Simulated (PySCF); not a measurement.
**Stretching CuN**

Set-up: Cu def2-TZVPP, N def2-TZVPP; no relativity (PySCF 2.14). Energies in eV from Cu (3d10 4s1) + N in their ground configurations at the same level. State: ³Σ⁻ (triplet), unpaired electrons π ↑↑.

All columns are PBE0. A positive dipole means Cu(−)N(+).

| R (Å) | E (eV) | μ (D) | Mulliken charge on Cu (basis-dependent) | HOMO (eV) | LUMO (eV) | Mayer bond order | ⟨S²⟩ |
| --- | --- | --- | --- | --- | --- | --- | --- |
| 1.562 | -1.061 | -3.40 | 0.42 | -6.33 | -2.34 | 1.63 | 2.04 |
| 1.634 | -1.435 | -3.53 | 0.34 | -6.32 | -2.38 | 1.52 | 2.04 |
| 1.707 | -1.634 | -3.62 | 0.29 | -6.31 | -2.42 | 1.42 | 2.05 |
| 1.762 | -1.702 | -3.66 | 0.27 | -6.29 | -2.44 | 1.35 | 2.06 |
| 1.816 | -1.718 | -3.69 | 0.25 | -6.27 | -2.46 | 1.28 | 2.06 |
| 1.871 | -1.696 | -3.70 | 0.25 | -6.24 | -2.49 | 1.22 | 2.07 |
| 1.943 | -1.624 | -3.69 | 0.24 | -6.20 | -2.52 | 1.14 | 2.09 |
| 2.034 | -1.492 | -3.64 | 0.24 | -6.14 | -2.56 | 1.05 | 2.13 |
| 2.143 | -1.302 | -3.50 | 0.24 | -6.06 | -2.61 | 0.94 | 2.19 |
| 2.288 | -1.042 | -3.20 | 0.22 | -5.95 | -2.66 | 0.80 | 2.30 |

A fit through these points gives, at Re = 1.809 Å, μ = -3.68 D and dμ/dR = -0.377 D/Å; the reduced mass is 11.45 u.

**Question.** How strong is the fundamental in the double-harmonic approximation, I = 42.26·(dμ/dR)²/μred km/mol?

**Answer.** I = 42.26·(-0.377)²/11.45 = 0.525 km/mol at PBE0.

⟨S²⟩ of the unrestricted solution departs from its pure value on part of the curve, where spin states mix. With d or f electrons several states lie close, and the lowest PBE0 determinant need not be the measured ground state.
